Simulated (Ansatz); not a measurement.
## Worked example: the step energy

An elementary step of Si$_{4}$H$_{12}$ClO$_{4}$F, singlet (Si₄H₉ClO₃ ([SiH3][O][Si]([Cl])([O][SiH3])[O][SiH3]) + H₂O + HF → Si₃H₆ClO₂F ([F][Si]([Cl])([O][SiH3])[O][SiH3]) + SiH₄O ([OH][SiH3]) + H₂O (still joined by a long Si–O bond); Si–O, H–F, H–O broken or loosened, Si–F, O–H, H–O formed or tightened). “Start” and “end” are the PBE0-D4/def2-TZVP structures reached by relaxing down either side of its saddle point, with the molecules still in contact.

Program: Ansatz 0.2.0. Basis: def2-TZVPP and def2-QZVPP. Cores are frozen in the correlated methods.

Energies in eV:

| quantity | end | start |
| --- | --- | --- |
| Hartree–Fock, triple zeta (X = 3) | -55013.40601 | -55014.35716 |
| Hartree–Fock, quadruple zeta (X = 4) | -55015.31121 | -55016.28384 |
| MP2 correlation, X = 3 | -52.57272 | -52.02887 |
| MP2 correlation, X = 4 | -57.01903 | -56.45814 |
| CCSD(T) correlation, X = 3 | -56.73790 | -56.20216 |

Task: Work out the step energy at the basis limit: extrapolate Hartree–Fock as E(X) = E∞ + A exp(−7.88 √X) and the MP2 correlation as E(X) = E∞ + B X^−2.97 (the exponents that Neese and Valeev fitted for def2-TZVPP and QZVPP), then add CCSD(T) − MP2 in triple zeta.

Result: Each step is linear, so take the differences first (end − start): Hartree–Fock 0.95115 (X = 3) and 0.97263 (X = 4); MP2 correlation -0.54385 and -0.56089; CCSD(T) correlation -0.53574.
Two points give E∞ = E(4) + w [E(4) − E(3)], with w = 1/(exp(7.88 (2 − √3)) − 1) = 0.1377 for Hartree–Fock and w = 1/((4/3)^2.97 − 1) = 0.7407 for the correlation.
Hartree–Fock: 0.97263 + 0.1377 × 0.02148 = 0.9756 eV.
MP2 correlation: -0.56089 + 0.7407 × (-0.01704) = -0.5735 eV.
CCSD(T) − MP2: -0.53574 − (-0.54385) = 0.0081 eV.
Sum: 0.9756 + (-0.5735) + 0.0081 = 0.4102 eV, or 9.46 kcal/mol. Plain CCSD(T) in triple zeta gives 0.4154 eV, so the larger basis shifts the result by -0.0052 eV.

T1 diagnostic: at most 0.012.

Steps of this kind, hydrogen fluoride cutting a network bond, underlie vapour etching and the fluorination step of atomic layer etching. Here a small cluster stands in for the surface site.

Labels in which every atom is bracketed show which atoms are joined, not bond orders.

For scale, one of the runs: CCSD(T)/def2-TZVPP, 533 basis functions, launched by `ansatz run in.yaml --threads 11 --pin off --events-out ev --progress --plain --max-ram 166912MiB --backend cuda --devices 0, --max-vram 75GiB`. Hardware: 11 CPU threads of an AMD EPYC 7R13 and one NVIDIA H100, shared host. Wall time 41 s; peak host memory 1.4 GiB.
